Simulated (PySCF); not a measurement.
A run for PySCF: R-M06-2X/def2-TZVPPD on AlH3 (SMILES [AlH3]) with ghost functions.

```python
from pyscf import gto, dft

mol = gto.M(
    atom='''
    Al   -0.02131263    0.21827211    0.32568648
    H     0.60329896   -0.93480702   -0.56573406
    H    -1.60833495    0.38573284    0.33738105
    H     0.86874100    1.50996026    0.61918682
    ghost-O    0.11130945   -0.54711646    2.21663320
    ghost-H   -0.75374022   -0.64871489    2.63424699
    ghost-H    0.65940186   -0.00249505    2.79630045
    ''',
    basis='def2-tzvppd',
    charge=0, spin=0, verbose=4, max_memory=1800)
mf = dft.RKS(mol, xc='m062x').density_fit(auxbasis='def2-universal-jkfit')
mf.grids.level = 4
mf.conv_tol = 1e-9
mf.max_cycle = 150
mf.kernel()
mf.dip_moment()
```

### Question
What total energy does the run end on?

### Answer
-244.1661 hartree.
